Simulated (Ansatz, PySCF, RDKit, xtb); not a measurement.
HF (SMILES F) and CH3Br (SMILES CBr) are pulled apart as rigid monomers along the line of their centres of mass, from the B3LYP-D3(BJ)/def2-TZVP minimum. Starting geometry (charge 0, multiplicity 1):
```xyz
7

F     -0.0394    -0.1485     0.6416
H     -0.0625    -0.6487     1.4319
C     -0.2517     1.0414     3.8377
Br    -0.1735    -0.9223     3.7719
H     -1.1902     1.3075     4.3099
H     -0.2019     1.3946     2.8142
H      0.5990     1.3750     4.4204
```

Interaction energies with rigid monomers; basis-set methods are counterpoise corrected unless marked otherwise.

Cores are frozen in the correlated methods. Filled d and f shells under p-block atoms count as core. Rows in 6-31G* carry no dispersion term and start afresh at each structure (6-31G* with six Cartesian d functions); the Pople sets are all-electron and without relativity. MP2/6-31G* freezes PySCF's default core, which leaves 3d correlated.

The values were computed with Ansatz (a quantum-chemistry and plane-wave program) with Gaussian orbitals; PySCF for 6-31G* rows, the dispersion terms; RDKit for the force fields; xtb for the GFN methods. 

```json
[
 {"H2···Br4 (Å)": "2.12", "UFF (kJ/mol)": "152.9", "GFN-FF (kJ/mol)": "-7.8", "PBE0-D4/def2-TZVPPD (kJ/mol)": "-18.9", "MP2/6-31G* (no counterpoise) (kJ/mol)": "-12.7", "MP2/aug-cc-pVDZ (kJ/mol)": "-8.3"},
 {"H2···Br4 (Å)": "2.36", "UFF (kJ/mol)": "[?]", "GFN-FF (kJ/mol)": "-11.1", "PBE0-D4/def2-TZVPPD (kJ/mol)": "-22.1", "MP2/6-31G* (no counterpoise) (kJ/mol)": "-20.2", "MP2/aug-cc-pVDZ (kJ/mol)": "-15.3"},
 {"H2···Br4 (Å)": "2.71", "UFF (kJ/mol)": "3.3", "GFN-FF (kJ/mol)": "-11.5", "PBE0-D4/def2-TZVPPD (kJ/mol)": "[?]", "MP2/6-31G* (no counterpoise) (kJ/mol)": "-18.7", "MP2/aug-cc-pVDZ (kJ/mol)": "-14.7"},
 {"H2···Br4 (Å)": "3.30", "UFF (kJ/mol)": "-1.6", "GFN-FF (kJ/mol)": "-7.3", "PBE0-D4/def2-TZVPPD (kJ/mol)": "-9.8", "MP2/6-31G* (no counterpoise) (kJ/mol)": "-10.0", "MP2/aug-cc-pVDZ (kJ/mol)": "-8.8"},
 {"H2···Br4 (Å)": "4.25", "UFF (kJ/mol)": "-0.7", "GFN-FF (kJ/mol)": "-2.2", "PBE0-D4/def2-TZVPPD (kJ/mol)": "-3.5", "MP2/6-31G* (no counterpoise) (kJ/mol)": "-3.4", "MP2/aug-cc-pVDZ (kJ/mol)": "-3.3"}
]
```

Question: Fill in the missing entries.

Answer: 
- 2.36, UFF (kJ/mol): 37.9
- 2.71, PBE0-D4/def2-TZVPPD (kJ/mol): -18.0
